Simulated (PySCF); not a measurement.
SMILES C[Si](O)(O)[SiH2][SiH3], GFN2-xTB optimised geometry.

```
16

Si    -2.88    -1.39    -1.72
Si    -1.89    -0.20     0.00
Si     0.41    -0.20     0.00
C      1.31     1.06    -1.09
O      1.13     0.05     1.45
O      0.68    -1.74    -0.51
H     -2.35    -1.02    -3.03
H     -2.70    -2.84    -1.60
H     -4.33    -1.18    -1.80
H     -2.38     1.19     0.00
H     -2.39    -0.70     1.30
H      2.39     0.99    -0.99
H      1.02     2.08    -0.84
H      1.07     0.91    -2.14
H      0.88    -0.43     2.23
H      1.57    -2.08    -0.64
```

Density from PBE0/def2-TZVP (PySCF) at that geometry.

Minimum of the electron density along straight lines between bonded atoms, close to the bond critical point (lines longer than 1.1 times the sum of covalent radii, or with two minima, are not listed):

```tsv
bond	length / Å	ρ at the minimum / e bohr⁻³	∇²ρ there / e bohr⁻⁵	position (fraction from the first atom)
Si1–Si2	2.313	0.095	-0.17	0.51
Si3–C4	1.898	0.120	0.14	0.39
Si3–O5	1.639	0.139	0.85	0.41
Si3–O6	1.642	0.138	0.85	0.41
Si1–H7	1.468	0.121	0.19	0.49
Si1–H8	1.466	0.122	0.19	0.49
Si1–H9	1.468	0.122	0.19	0.49
Si2–H10	1.477	0.119	0.19	0.49
Si2–H11	1.481	0.118	0.19	0.49
C4–H12	1.087	0.273	-0.91	0.64
C4–H13	1.084	0.275	-0.92	0.64
C4–H14	1.086	0.275	-0.92	0.64
O5–H15	0.953	0.363	-2.52	0.81
O6–H16	0.955	0.361	-2.49	0.81
```
